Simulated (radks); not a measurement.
Q: The mean radii <r> (bohr) of the occupied orbitals of an atom or ion are listed with their occupations. All-electron calculation, Dirac Kohn-Sham, BLYP, spin-unpolarised, spherical densities, finite nucleus; Fermi nuclear charge, rms radius of each element as measured or else 0.836 A^(1/3) + 0.57 fm. Program: a radial shooting solver on a logarithmic mesh with Libxc functionals.

| orbital | occ. | <r> |
|---|---|---|
| 1s1/2 | 2 | 0.07239 |
| 2s1/2 | 1 | 0.3016 |

Name the element and its charge. Open shells, if any, fill j = l - 1/2 first.

A: Z = 21, scandium, charge +18: Sc18+ in [He] 2s1. The 1s radius gives Z: for a bare nucleus <r> = (2 gamma + 1)/(2Z) with gamma = sqrt(1 - (Z/c)^2), 0.07087 bohr for Z = 21, and screening makes it slightly larger (0.07239 here). The occupations add up to 3, and the charge is Z minus that.
